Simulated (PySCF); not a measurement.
Stepwise substitution at one centre (Sn Cl-H). Isolated molecules, 0 K electronic values unless said otherwise. Strings in code marks are SMILES.

Computed with PySCF 2.14.0 with B3LYP-D3(BJ)/def2-TZVP. B3LYP has the VWN-RPA correlation part, as in Gaussian. Excitations are Tamm–Dancoff values on a coarser integration grid. The basis has no diffuse functions, so Rydberg states are missing or too high.

| species | T1 excitation (TDA) (eV) | HOMO (eV) | S1 excitation (TDA) (eV) | S1 oscillator strength |
|---|---|---|---|---|
| 0 of 4 Cl replaced by H (`[Cl][Sn]([Cl])([Cl])[Cl]`) | – | -9.46 | 4.69 | 0.000 |
| 1 of 4 Cl replaced by H (`[SnH]([Cl])([Cl])[Cl]`) | 4.90 | -9.11 | 5.26 | 0.000 |
| 2 of 4 Cl replaced by H (`[Cl][SnH2][Cl]`) | 5.25 | -8.68 | 5.89 | 0.041 |
| 3 of 4 Cl replaced by H (`[Cl][SnH3]`) | 5.55 | -8.34 | 6.00 | 0.019 |
| 4 of 4 Cl replaced by H (`[SnH4]`) | – | -8.97 | – | – |
